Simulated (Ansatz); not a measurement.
Geometry optimisation, Ansatz, RKS PBE0/def2-SVP.

Input:

```yaml
crystal:
  periodic: [false, false, false]
  atoms:
    - { symbol: F, position_ang: [1.1944, -1.2223, -1.2662] }
    - { symbol: C, position_ang: [1.5121, -0.2591, -0.3509] }
    - { symbol: Br, position_ang: [3.3414, 0.1066, -0.0997] }
    - { symbol: C, position_ang: [0.6719, 0.4012, 0.3666] }
    - { symbol: Sn, position_ang: [-1.475, 0.0098, 0.0884] }
    - { symbol: H, position_ang: [0.9015, 1.1405, 1.108] }
    - { symbol: H, position_ang: [-1.8973, 0.3838, -1.5428] }
    - { symbol: H, position_ang: [-1.7697, -1.6517, 0.4356] }
    - { symbol: H, position_ang: [-2.3908, 1.0449, 1.2438] }
basis:
  gaussian: { orbitals: def2-SVP }
hamiltonian:
  xc: pbe0
relax:
  f_tol: 0.015
  max_steps: 40
```

Command:

```bash
$ ansatz run input.yaml --threads 2 --pin off --max-ram 3072MiB --backend cpu --events-out ev --progress --plain --runs-dir out
```

**Question.** Where does it end, and by what steps?

**Answer.** The forces met the threshold. After 6 steps the energy has fallen by 0.308 eV; Br3 moved furthest, 0.11 Å.

```csv
step,energy less start (eV),largest force component (eV/Å),accepted
0,0.0000,3.712,yes
1,-0.1992,0.932,yes
2,-0.2329,0.917,yes
3,-0.3026,0.279,yes
4,-0.3063,0.158,yes
5,-0.3081,0.023,yes
6,-0.3081,0.005,yes
```

```xyz
9
Properties=species:S:1:pos:R:3
F 1.232 -1.141 -1.227
C 1.521 -0.224 -0.313
Br 3.381 0.026 -0.168
C 0.593 0.414 0.389
Sn -1.490 0.003 0.095
H 0.925 1.153 1.120
H -1.920 0.361 -1.522
H -1.800 -1.645 0.431
H -2.353 1.007 1.178
```

Run time: 26 s on 2 threads of Intel(R) Xeon(R) Platinum 8488C (Sapphire Rapids) (shared host), peak memory 0.36 GiB.
